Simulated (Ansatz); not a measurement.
CH5Si (SMILES [CH2-][SiH3]), charge -1, singlet, at a GFN2-xTB geometry (a gas-phase anion, which may not be bound at this level), atoms displaced at random by about 0.08 Å a coordinate; B3LYP/def2-SVP, gradient run with Ansatz (a quantum-chemistry and plane-wave program).

Ansatz was given this input:
Ansatz 0.2 input:
```yaml
crystal:
  periodic: [false, false, false]
  atoms:
    - {symbol: C, position_ang: [-0.10809302, -0.09816422, -1.17747763]}
    - {symbol: Si, position_ang: [0.09913328, -0.06955951, 0.47342489]}
    - {symbol: H, position_ang: [-0.99119171, 0.34940303, -1.77002951]}
    - {symbol: H, position_ang: [0.86528500, 0.36959402, -1.76968726]}
    - {symbol: H, position_ang: [-0.08040065, 1.30764652, 1.49690556]}
    - {symbol: H, position_ang: [-1.23878874, -0.65972652, 1.04352718]}
    - {symbol: H, position_ang: [1.18516183, -0.85810589, 1.15975058]}
basis:
  gaussian:
    orbitals: def2-SVP
hamiltonian:
  xc: b3lyp
total_charge: -1
output: {forces: true}
```

The log (banner, timings and long lists left out):

```
Functional definition: B3LYP
572 factors; integrals over basis functions are off by at most 8.9e-4 eV
mean field evaluation 1: about -8989.1133 eV, gradient 2.9e1 eV
mean field evaluation 2: about -8985.1305 eV, gradient 4.5e1 eV
mean field evaluation 4: about -8991.3410 eV, gradient 6.6e-1 eV
mean field evaluation 8: about -8991.3417 eV, gradient 9.3e-3 eV
mean field -8991.34169783 eV, -330.4257128450 hartree, gradient 1.4e-5 eV, S^2 0.000000; 0 other end points of the search recorded, 0 dependent functions left out
the calculation of the forces begins
reference -8991.34194236 eV, -330.4257218312 hartree; 13, 13 occupied and 44, 44 virtual orbitals, 572 factors
Total energy: -8991.34194236 eV, -330.4257218312 hartree
Atom 0 at    -0.108093    -0.098164    -1.177478 Å, force     1.725663     1.712168    -6.272838 eV/Å
Atom 1 at     0.099133    -0.069560     0.473425 Å, force    -2.311326     0.912710     4.657908 eV/Å
Atom 2 at    -0.991192     0.349403    -1.770030 Å, force     0.859730    -0.679115     1.183634 eV/Å
Atom 3 at     0.865285     0.369594    -1.769687 Å, force    -1.822311    -1.117626     1.076662 eV/Å
Atom 4 at    -0.080401     1.307647     1.496906 Å, force     0.702899    -0.869107    -0.616648 eV/Å
Atom 5 at    -1.238789    -0.659727     1.043527 Å, force     0.533771    -0.077552     0.151088 eV/Å
Atom 6 at     1.185162    -0.858106     1.159751 Å, force     0.311575     0.118522    -0.179805 eV/Å
Dipole moment:     0.182711     0.015035     0.013199 e Å
```
